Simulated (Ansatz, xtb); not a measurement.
Redistribution: CHBrF2 + CH3Br → CH2F2 + CH2Br2

Species: CHBrF2 (bromodifluoromethane) `FC(F)Br`, singlet; CH3Br (bromomethane) `CBr`, singlet; CH2F2 (difluoromethane) `FCF`, singlet; CH2Br2 (dibromomethane) `BrCBr`, singlet. The partners trade Br for H; both sit on C, so the bond types are kept.

Shapes, held fixed at every level: PBE0-D4/def2-TZVP. Programs: Ansatz 0.2.0, xtb 6.7.1. The zero-point and thermal change to 298 K, harmonic and unscaled (PBE0-D4/def2-TZVP), is +2.5 kJ/mol.

Question: Estimate the reaction enthalpy at 298 K.

Answer: From tabulated heats of formation (Active Thermochemical Tables), ΔH(298 K) = +12.7 kJ/mol. Nearest: GFN0-xTB (-0.4); farthest: B3LYP/6-31G* (Cartesian functions) (+17.8). 7 of 8 levels lie within 10 kJ/mol. Relativity is left out for Br. Outer-core shells of Br are correlated in most correlated rows, in sets that cover them unevenly. Times are processor times on shared x86 and Arm servers, and rough.

```
                             level                   kind  ΔH (kJ/mol)  computed − measured  CPU time (all species)
                          GFN0-xTB         semi-empirical        +12.2                 -0.4                  0.19 s
B3LYP/6-31G* (Cartesian functions)          global hybrid        +30.5                +17.8                    19 s
               B3LYP-D4/def2-TZVPP          global hybrid        +17.3                 +4.7                    21 s
               BHLYP-D4/def2-TZVPP          global hybrid        +14.5                 +1.8                    16 s
                PBE0-D4/def2-TZVPP          global hybrid        +19.4                 +6.7                    16 s
                  CCSD(T)/def2-SVP  coupled cluster or CI        +18.4                 +5.7                    15 s
                     CCSD/def2-SVP  coupled cluster or CI        +17.2                 +4.5                       –
                CCSD(T)/def2-TZVPP  coupled cluster or CI        +14.0                 +1.4                 1.8 min
```
